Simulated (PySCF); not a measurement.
# C₆ coefficients of unlike pairs at PBE

Calculated with PySCF 2.14 from the dipole response of each species, C₆(A,B) = (3/π) ∫ α_A(iu) α_B(iu) du, in atomic units, from isotropic polarisabilities. For ions this is the dispersion term alone; charge-induced terms of lower order in 1/R come first.

```
species      configuration                                                                                              basis      relativity  α (bohr³)  C₆ (like pair)
    Nb⁺      [Kr] 4d4 (5D)  aug-cc-pVTZ-PP with one added diffuse shell each of s, p, d, f, g type with ECP28MDF (7s7p6d4f3g)  core potential      28.95           189.2
   Si³⁺      [Ne] 3s1 (2S)                    x2c-QZVPPall with one added diffuse shell each of s, p, d, f type (10s7p5d3f1g)   spin-free X2C      6.994           13.07
     Cr  [Ar] 3d5 4s1 (7S)                                                                           def2-TZVPPD (6s6p4d2f1g)            none      67.64           487.9
   Ne³⁺  [He] 2s2 2p3 (4S)                                                                        aug-cc-pVQZ-DK (6s5p4d3f2g)   spin-free X2C     0.6881          0.6101
```

Estimate C₆ for Cr with Si³⁺.

The integral gives 73.84. The combination rule 2 C_A C_B / (C_A α_B/α_A + C_B α_A/α_B) gives 72.11 and the geometric mean 79.84.

No spin-orbit coupling is included.

The other pairs:

```
      pair     C₆
 Ne³⁺, Nb⁺  8.735
   Cr, Nb⁺  282.6
  Ne³⁺, Cr  10.56
Ne³⁺, Si³⁺  2.199
 Si³⁺, Nb⁺  49.37
```
